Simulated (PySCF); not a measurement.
C₂H₅O, SMILES CC[O-], charge -1. Geometry: PBE-D3(BJ)/def2-SVPD.

These are PBE-D3(BJ)/def2-SVPD (PySCF) values and carry that method's errors.

Harmonic wavenumbers (cm⁻¹): 269, 416, 743, 803, 996, 1110, 1199, 1207, 1252, 1312, 1365, 1379, 1409, 2383, 2463, 2866, 2967, 2995. Rotational constants (GHz): 38.14, 9.546, 8.467; symmetry number 1.

Problem. Work out the zero-point energy and the ideal-gas rigid-rotor harmonic-oscillator thermochemistry at 298.15 K and 1 atm.

Solution. ZPE = ½ Σ hcν = ½ × 27136 cm⁻¹ = 38.79 kcal/mol. H − E(el) = 41.83 kcal/mol. Entropy in cal/(mol K): translation 37.34, rotation 22.17, vibration 3.33, total 62.84. G − E(el) = 23.10 kcal/mol. Cp = 14.22 cal/(mol K).
